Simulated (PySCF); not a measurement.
Species: C3H10GeOSi.
Atom-mapped SMILES: `[GeH3:1][O:2][C@H:3]1[CH2:4][CH2:5][SiH2:6]1` (hydrogens: H7, H8, H9 on Ge1; H10 on C3; H11, H12 on C4; H13, H14 on C5; H15, H16 on Si6)

Theory: core-valence-separated Tamm–Dancoff BHandHLYP/aug-pcX-1 (pcseg-1 on H, def2-SVPD on Ge, def2-SVPD on Si) in PySCF, non-relativistic, gas phase, PBE0-D3(BJ)/def2-SVP geometry.

Computed carbon K-edge spectrum, Gaussian lines of 0.3 eV full width, highest printed point 100; it ends one width below the last computed root. No empirical shift is added; at this level the pattern usually sits a few eV under experiment.

(photon energy (eV), absorption): (284.6, 0), (284.7, 1), (284.8, 6), (284.9, 13), (285.0, 15), (285.1, 11), (285.2, 10), (285.3, 21), (285.4, 38), (285.5, 50), (285.6, 63), (285.7, 73), (285.8, 65), (285.9, 58), (286.0, 77), (286.1, 100), (286.2, 93), (286.3, 58), (286.4, 31), (286.5, 35), (286.6, 57), (286.7, 64), (286.8, 54), (286.9, 51)

Question: Where are the maxima, and which lines make them up?

Answer: 4 maxima:
- 285.0 eV: C5 (sp3 carbon bound to silicon), 284.98 eV, f = 0.009, 100 % of the height at the exact maximum
- 285.7 eV: C5 (sp3 carbon bound to silicon), 285.72 eV, f = 0.025, 60 % of the height at the exact maximum; C4 (four-membered-ring carbon), 285.68 eV, f = 0.013, 30 % of the height at the exact maximum
- 286.1 eV: C4 (four-membered-ring carbon), 286.18 eV, f = 0.026, 41 % of the height at the exact maximum; C3 (sp3 carbon bound to oxygen), 286.07 eV, f = 0.026, 40 % of the height at the exact maximum; C5 (sp3 carbon bound to silicon), 286.25 eV, f = 0.011, 13 % of the height at the exact maximum
- 286.7 eV: C3 (sp3 carbon bound to oxygen), 286.66 eV, f = 0.031, 84 % of the height at the exact maximum

Further lines of some strength in the range: C5, 285.44 eV, f = 0.021; C4, 285.95 eV, f = 0.008; C5, 286.59 eV, f = 0.003; C5, 286.87 eV, f = 0.005; C4, 286.89 eV, f = 0.006.

Roots within 0.03 eV on the same or equivalent atoms count as one line; shares under 12 % aren't listed.

Vibrational structure and lifetime widths aren't in the curve. The ionisation threshold wasn't computed; near and above it a finite basis only mimics Rydberg series and continuum. The BHandHLYP/aug-pcX-1 (pcseg-1 on H, def2-SVPD on Ge, def2-SVPD on Si) calculation is non-relativistic and has no spin–orbit coupling, an omission that weighs most on germanium.

Conformer computed: `[GeH3:1][O:2][C@H:3]1[CH2:4][CH2:5][SiH2:6]1`: Ge1–O2–C3–C4 77°.

One conformer stands for the species.
